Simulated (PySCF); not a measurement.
Dipole moment of molecules with a metal or metalloid centre, at PBE and at PBE0.

Values in D, from PySCF. Where two bases are given, the first is that of PBE. PBE0 is a level with its own limits.

| system | basis | PBE | PBE0 | PBE − PBE0 |
|---|---|---|---|---|
| CC(=O)[SiH2]C[SeH] singlet | def2-TZVP | 2.07 | 2.22 | -0.15 |
| C#CC[SiH2]c1ccccc1 singlet | def2-SVP | 0.71 | 0.70 | 0.00 |
| O=C[SiH2][SiH2]C(=O)O singlet | def2-TZVP | 1.23 | 1.53 | -0.30 |
| C=C[SiH2][SiH2]C(F)(F)F singlet | def2-TZVP | 2.07 | 2.29 | -0.23 |
| O=C[SiH2]O[SiH3] singlet | def2-TZVP | 1.70 | 1.85 | -0.15 |
| Clc1cccc([Si](Cl)(Cl)Cl)c1 singlet | def2-TZVP | 1.71 | 1.79 | -0.08 |
| F[SiH2][SiH2]S singlet | def2-TZVP | 0.87 | 0.89 | -0.01 |
| CC(=O)CCB(O)O singlet | def2-SVP | 2.76 | 2.95 | -0.20 |
| CS[SiH2][SiH3] singlet | def2-TZVP | 1.37 | 1.45 | -0.08 |
| CC[SiH2]N singlet | def2-TZVP | 1.54 | 1.54 | 0.00 |
| c1ccc([SiH2]c2cccs2)nc1 singlet | def2-SVP | 2.42 | 2.53 | -0.11 |
| C[SiH2][SiH2]Cl singlet | def2-TZVP | 2.00 | 2.06 | -0.06 |
| N[CH2][GeH3] singlet | def2-TZVP | 1.71 | 1.71 | 0.00 |
| Fc1ccc([SiH3])cc1 singlet | def2-TZVP | 0.64 | 0.84 | -0.20 |

**Question.** What do these rows say about the size and sign of the difference from PBE0?

**Answer.** The mean difference from PBE0 is -0.11 D (median -0.09) and the mean absolute one 0.11 D (median 0.09); PBE lies above in 3 and below in 11 of 14 cases. It is closest for CC[SiH2]N singlet (0.00), C#CC[SiH2]c1ccccc1 singlet (0.00), N[CH2][GeH3] singlet (0.00) and furthest off for O=C[SiH2][SiH2]C(=O)O singlet (-0.30), C=C[SiH2][SiH2]C(F)(F)F singlet (-0.23), Fc1ccc([SiH3])cc1 singlet (-0.20).
